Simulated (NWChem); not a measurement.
# Ionisation of F3S (+1)

SMILES: F[S+](F)F
```xyz
4

F      0.6929    -0.2175     1.1677
S     -0.0350     0.4543     0.0000
F      0.6929    -0.2175    -1.1677
F     -1.3236    -0.3726     0.0000
```
Charge +1, spin multiplicity 1.

Everything below was run with NWChem. The geometry was optimised at PBE0/def2-SVP, a minimum by its harmonic frequencies.

Basis set: def2-TZVP. −ε marks an orbital energy of the parent.

B3LYP has NWChem's definition, with VWN1-RPA local correlation. The structure started from a generated list of species.

Q: Order these methods by the first vertical ionisation energy they give, lowest first: −ε(HOMO) of B3LYP, −ε(HOMO) of PBE, −ε(HOMO) of BHandHLYP, −ε(HOMO) of HF.

A: −ε(HOMO) of PBE (17.53 eV), −ε(HOMO) of B3LYP (19.02 eV), −ε(HOMO) of BHandHLYP (20.94 eV), −ε(HOMO) of HF (23.45 eV)
